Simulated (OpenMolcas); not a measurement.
**Computed levels of Cr+**

```yaml
Program: OpenMolcas 26.06
Method: "SS-CASPT2, IPEA 0.25 Eh, imaginary shift 0.1 Eh (closed shells correlated: 3s 3p)"
Basis: ANO-RCC-VTZP [6s5p3d2f1g]
Scalar_Hamiltonian: DKH2, point nucleus
Active_space: 5 electrons in 6 orbitals (3d 4s)
State_averaging: 2S+1 = 6 even, 6 roots; 2S+1 = 4 even, 57 roots; 2S+1 = 2 even, 88 roots
Spin-orbit_coupling: state interaction with AMFI integrals over the reference wave functions, term energies averaged over their components
```

Spin-free terms above the lowest, with the occupations of the reference:

```tsv
Configuration	Term	E (cm-1)	Occupations
3d5	6S	0.0	3d 5.00
3d4 4s	6D	11960	3d 4.00 4s 1.00
3d4 4s	4D(1)	17840	3d 4.01 4s 0.99
3d5	4G	22920	3d 4.87 4s 0.13
3d5	4P	24600	3d 4.92 4s 0.08
3d5	4D	27430	3d 4.83 4s 0.17
3d4 4s	4P	28470	3d 4.07 4s 0.93
3d4 4s	4H	29800	3d 4.00 4s 1.00
3d4 4s	4F	30880	3d 4.00 4s 1.00
3d4 4s	4G	32000	3d 4.13 4s 0.87
3d5	2I	32840	3d 4.99 4s 0.01
3d4 4s	2P	34070	3d 4.00 4s 1.00
3d4 4s	2H	34200	3d 4.00 4s 1.00
```

With spin-orbit coupling, above the lowest level:

```json
{"Configuration": "3d5", "Term": "6S", "J": "5/2", "E (cm-1)": "0.0", "Measured (cm-1)": "0.0", "Term weight %": "100"}
{"Configuration": "3d4 4s", "Term": "6D", "J": "1/2", "E (cm-1)": "11630", "Measured (cm-1)": "11962", "Term weight %": "100"}
{"Configuration": "3d4 4s", "Term": "6D", "J": "3/2", "E (cm-1)": "11700", "Measured (cm-1)": "12033", "Term weight %": "100"}
{"Configuration": "3d4 4s", "Term": "6D", "J": "5/2", "E (cm-1)": "11820", "Measured (cm-1)": "12148", "Term weight %": "100"}
{"Configuration": "3d4 4s", "Term": "6D", "J": "7/2", "E (cm-1)": "11990", "Measured (cm-1)": "12304", "Term weight %": "100"}
{"Configuration": "3d4 4s", "Term": "6D", "J": "9/2", "E (cm-1)": "12190", "Measured (cm-1)": "12496", "Term weight %": "100"}
{"Configuration": "3d4 4s", "Term": "4D(1)", "J": "1/2", "E (cm-1)": "17540", "Measured (cm-1)": "19528", "Term weight %": "100"}
{"Configuration": "3d4 4s", "Term": "4D(1)", "J": "3/2", "E (cm-1)": "17640", "Measured (cm-1)": "19631", "Term weight %": "100"}
{"Configuration": "3d4 4s", "Term": "4D(1)", "J": "5/2", "E (cm-1)": "17810", "Measured (cm-1)": "19798", "Term weight %": "100"}
{"Configuration": "3d4 4s", "Term": "4D(1)", "J": "7/2", "E (cm-1)": "18050", "Measured (cm-1)": "20024", "Term weight %": "100"}
{"Configuration": "3d5", "Term": "4G", "J": "5/2", "E (cm-1)": "22880", "Measured (cm-1)": "20512", "Term weight %": "100"}
{"Configuration": "3d5", "Term": "4G", "J": "7/2", "E (cm-1)": "22900", "Measured (cm-1)": "20518", "Term weight %": "100"}
{"Configuration": "3d5", "Term": "4G", "J": "9/2", "E (cm-1)": "22930", "Measured (cm-1)": "20519", "Term weight %": "100"}
{"Configuration": "3d5", "Term": "4G", "J": "11/2", "E (cm-1)": "22940", "Measured (cm-1)": "20512", "Term weight %": "100"}
{"Configuration": "3d5", "Term": "4P", "J": "1/2", "E (cm-1)": "24550", "Measured (cm-1)": "21824", "Term weight %": "100"}
{"Configuration": "3d5", "Term": "4P", "J": "3/2", "E (cm-1)": "24560", "Measured (cm-1)": "21824", "Term weight %": "99"}
{"Configuration": "3d5", "Term": "4P", "J": "5/2", "E (cm-1)": "24590", "Measured (cm-1)": "21823", "Term weight %": "99"}
{"Configuration": "3d5", "Term": "4D", "J": "7/2", "E (cm-1)": "27420", "Measured (cm-1)": "", "Term weight %": "100"}
{"Configuration": "3d5", "Term": "4D", "J": "3/2", "E (cm-1)": "27440", "Measured (cm-1)": "", "Term weight %": "96"}
{"Configuration": "3d5", "Term": "4D", "J": "1/2", "E (cm-1)": "27440", "Measured (cm-1)": "", "Term weight %": "97"}
{"Configuration": "3d5", "Term": "4D", "J": "5/2", "E (cm-1)": "27450", "Measured (cm-1)": "", "Term weight %": "98"}
{"Configuration": "3d4 4s", "Term": "4P", "J": "1/2", "E (cm-1)": "27980", "Measured (cm-1)": "", "Term weight %": "97"}
{"Configuration": "3d4 4s", "Term": "4P", "J": "3/2", "E (cm-1)": "28300", "Measured (cm-1)": "", "Term weight %": "97"}
{"Configuration": "3d4 4s", "Term": "4P", "J": "5/2", "E (cm-1)": "28800", "Measured (cm-1)": "", "Term weight %": "98"}
{"Configuration": "3d4 4s", "Term": "4H", "J": "7/2", "E (cm-1)": "29640", "Measured (cm-1)": "", "Term weight %": "99"}
{"Configuration": "3d4 4s", "Term": "4H", "J": "9/2", "E (cm-1)": "29710", "Measured (cm-1)": "", "Term weight %": "99"}
{"Configuration": "3d4 4s", "Term": "4H", "J": "11/2", "E (cm-1)": "29800", "Measured (cm-1)": "", "Term weight %": "99"}
{"Configuration": "3d4 4s", "Term": "4H", "J": "13/2", "E (cm-1)": "29910", "Measured (cm-1)": "", "Term weight %": "100"}
{"Configuration": "3d4 4s", "Term": "4F", "J": "3/2", "E (cm-1)": "30790", "Measured (cm-1)": "", "Term weight %": "100"}
{"Configuration": "3d4 4s", "Term": "4F", "J": "5/2", "E (cm-1)": "30810", "Measured (cm-1)": "", "Term weight %": "97"}
{"Configuration": "3d4 4s", "Term": "4F", "J": "7/2", "E (cm-1)": "30840", "Measured (cm-1)": "", "Term weight %": "95"}
{"Configuration": "3d4 4s", "Term": "4F", "J": "9/2", "E (cm-1)": "30910", "Measured (cm-1)": "", "Term weight %": "96"}
{"Configuration": "3d4 4s", "Term": "4G", "J": "5/2", "E (cm-1)": "31890", "Measured (cm-1)": "", "Term weight %": "97"}
{"Configuration": "3d4 4s", "Term": "4G", "J": "7/2", "E (cm-1)": "31990", "Measured (cm-1)": "", "Term weight %": "95"}
{"Configuration": "3d4 4s", "Term": "4G", "J": "9/2", "E (cm-1)": "32090", "Measured (cm-1)": "", "Term weight %": "95"}
{"Configuration": "3d4 4s", "Term": "4G", "J": "11/2", "E (cm-1)": "32140", "Measured (cm-1)": "", "Term weight %": "99"}
{"Configuration": "3d5", "Term": "2I", "J": "11/2", "E (cm-1)": "32850", "Measured (cm-1)": "", "Term weight %": "100"}
{"Configuration": "3d5", "Term": "2I", "J": "13/2", "E (cm-1)": "32850", "Measured (cm-1)": "", "Term weight %": "100"}
{"Configuration": "3d4 4s", "Term": "2P", "J": "1/2", "E (cm-1)": "33640", "Measured (cm-1)": "", "Term weight %": "99"}
{"Configuration": "3d4 4s", "Term": "2H", "J": "9/2", "E (cm-1)": "34100", "Measured (cm-1)": "", "Term weight %": "99"}
```

Against the 16 measured excited levels shown (NIST Handbook of Basic Atomic Spectroscopic Data) the mean absolute deviation is 1700 cm-1; the largest miss in energy is 3d5 4P 5/2: computed 24590, measured 21823 cm-1 (+12.7 %).

Spin-orbit coupling puts the lowest level 10.5 cm-1 below the lowest spin-free term.

Term energies are means over components that CASPT2 splits; among the terms shown or strongly mixed into the levels shown the widest spread is 370 cm-1 (3d4 4s 4G). Over all roots computed the reference weight is 0.88 to 0.93; the roots of lowest weight are the least certain, and an intruder state may touch them. A single d shell beside an s shell can misplace configurations of different d count against each other. Computed and measured levels are paired by configuration, term and J; levels that our copy of the source lacks, or whose pairing is in doubt (as where it misses far off the trend of its configuration), stay unpaired and out of the deviations. Levels of configurations outside the active space are missing. The first state left out of the spin-orbit step lies near 45000 cm-1 above the lowest spin-free state of the reference (among the parities and spins computed), and the list stops at four fifths of that energy or lower. The table shows the lowest 40 of 46 levels.

The CASPT2 steps took 39 s on 1 thread of Arm Neoverse V2 (shared host); the integral step is not counted.

The term weight is that of the spin-free term in the level, not the purity of its configuration. A number in round brackets counts repeated terms of one configuration in the order of the reference energies.
